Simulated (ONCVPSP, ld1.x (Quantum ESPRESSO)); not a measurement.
Potentials for P compared

Generated with ld1.x 7.5 (TM, RRKJ, ultrasoft, PAW), atompaw 4.2 or ONCVPSP 4.0.1. The cutoff is in Ry: for ld1.x and atompaw files where the sum of valence levels is converged to 10 mRy in a Bessel basis, for ONCV files where the hardest occupied wave has 1 mHa per electron of residual kinetic energy. The error is the largest all-electron minus pseudo excitation energy over each file’s own four to seven test configurations (ionisations up to +4, promotions, holes and added fractions of an electron), all of which were solved. The labels leave out finer settings (local radius, basis sizes, second energies), which also bear on the numbers. Spin-polarised tests are not counted. The rows are a selection from randomly drawn settings: files with unsolved tests, undetermined cutoffs or missed reference levels are left out.

```tsv
potential	cutoff (Ry)	largest error (meV)	bound ghosts
TM, PBEsol, non-relativistic, rc 1.30/1.70/1.65 (spd), local smoothed, core correction no, reference 3s1.75 3p3.25	35	+295	none
ONCV, PBE, scalar-relativistic, rc 1.65/2.05/1.80 (spd), local smoothed, core correction yes, reference 3s2 3p3, qcut 3.1/3.3/4.6, projectors 2/2/2	69	+20	none
ONCV, PBEsol, scalar-relativistic, rc 0.90/0.90/0.95 (spd), local smoothed, core correction yes, reference 2s2 2p6 3s2 3p2, qcut 14.1/15.4/10, projectors 2/2/2	195	+6.4	none
ONCV, PBE, non-relativistic, rc 1.00/0.75 (sp), local smoothed, core correction yes, reference 2s2 2p6 3s2 3p2, qcut 10.3/20.7, projectors 2/2	308	+5.0	none
```

Task: Fill in the row for P: ONCV, revPBE, scalar-relativistic, rc 1.60/1.50/1.55 (spd), local smoothed, core correction no, reference 3s1.5 3p3.5, qcut 3.2/6/6.5, projectors 2/2/3.

Result: cutoff 90 Ry, largest error +6.7 meV, bound ghosts: none.

Task: Fill in the row for P: ONCV, PW91, scalar-relativistic, rc 0.90/0.90/0.75 (spd), local smoothed, core correction no, reference 2s2 2p6 3s2 3p2, qcut 14.2/15.3/13.4, projectors 3/3/2.

Result: cutoff 194 Ry, largest error +6.6 meV, bound ghosts: none.

Task: Fill in the row for P: ONCV, revPBE, scalar-relativistic, rc 1.00/0.85 (sp), local smoothed, core correction no, reference 2s2 2p6 3s2 3p2, qcut 15.4/15.1, projectors 2/2.

Result: cutoff 199 Ry, largest error +6.8 meV, bound ghosts: none.
